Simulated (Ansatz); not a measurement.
## How basis sets differ on TiO2 (titanium dioxide)

TiO2: 3 atoms, total charge 0, spin state singlet. As SMILES, `[O]=[Ti]=[O]`. The coordinates come from a PBE0-D4/def2-TZVP relaxation.

| atom | x (Å) | y (Å) | z (Å) |
| --- | --- | --- | --- |
| O | 0.9210 | 0.9288 | 0.4446 |
| Ti | 0.1350 | -0.4920 | 0.3316 |
| O | -1.0561 | -0.4368 | -0.7762 |

Quantity: the vertical ionisation energy (to the doublet cation), in eV. The values are calculated.

```
         level          kind  program  value (eV)
     HF/STO-3G  Hartree–Fock   Ansatz        4.24
    HF/pcseg-0  Hartree–Fock   Ansatz        7.41
      HF/3-21G  Hartree–Fock   Ansatz        6.73
    HF/pcseg-1  Hartree–Fock   Ansatz        7.77
HF/aug-cc-pVDZ  Hartree–Fock   Ansatz        7.66
    HF/pcseg-2  Hartree–Fock   Ansatz        7.61
```

The values span 4.24 to 7.77 eV. Spin contamination of the reference (⟨S²⟩ at least 0.1 too high) touches HF/STO-3G, HF/pcseg-0, HF/3-21G, HF/pcseg-1, HF/aug-cc-pVDZ, HF/pcseg-2. Without the sets that lack polarisation functions the rows with a basis span only 7.61 to 7.77 eV.
